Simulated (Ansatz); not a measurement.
Reading a saddle point

A first-order saddle point of Si₂H₇OF, singlet, PBE0-D4/def2-TZVP, with one imaginary mode of 1073i cm⁻¹:

```xyz
11
angstrom
Si -0.2019 0.0350 1.2633
F 0.5183 -1.5284 0.2811
O -0.3200 0.8467 -0.1343
Si -0.2764 0.5275 -1.7543
H -0.0990 1.1434 2.2501
H -1.3025 -0.8396 1.7092
H 1.1874 -1.1077 1.1938
H 1.3016 -0.4511 1.8944
H -1.1575 -0.6178 -2.0885
H 1.1153 0.2424 -2.1784
H -0.7652 1.7497 -2.4366
```

Program: Ansatz 0.2.0. Basis: def2-TZVPP and def2-QZVPP. Cores are frozen in the correlated methods. Extrapolation: Hartree–Fock as exp(−7.88 √X), correlation as X^−2.97.

**Question.** Which contacts change along the imaginary mode, and what lies on either side? (Judge from chemistry; the calculation decides.)

**Answer.** Computed: The step is Si₂H₅OF ([F][SiH2][O][SiH3]) + H₂ → Si₂H₆O ([SiH3][O][SiH3]) + HF, with the molecules in contact on both sides. Shortening one way: Si1–H8, F2–H7; lengthening the same way: Si1–F2, H7–H8.
```
  pair  one side (Å)  saddle (Å)  other side (Å)
Si1–H8          3.70        1.70            1.50
 F2–H7          2.76        1.21            0.93
Si1–F2          1.59        1.98            3.33
 H7–H8          0.75        0.97            1.75
```

**Question.** Which side is lower, and how far does the saddle lie above each? (To be estimated.)

**Answer.** The calculation gives: The side with Si1–F2, H7–H8 short is lower by 1.343 eV; the saddle lies 2.729 eV above it and 1.386 eV above the other (CCSD(T) at an estimated basis limit (MP2 extrapolated from triple and quadruple zeta, plus CCSD(T) − MP2 in triple zeta); electronic energies).

No T1 diagnostic of these runs exceeds 0.013.

Labels in which every atom is bracketed show which atoms are joined, not bond orders.

For scale, one of the runs: CCSD(T)/def2-TZVPP, 244 basis functions, launched by `ansatz run in.yaml --threads 4 --pin off --events-out ev --progress --plain --max-ram 9574MiB`. The run took 120 s on 4 CPU threads of an Arm Neoverse V1 (shared host), with 4.7 GiB of host memory at its peak.
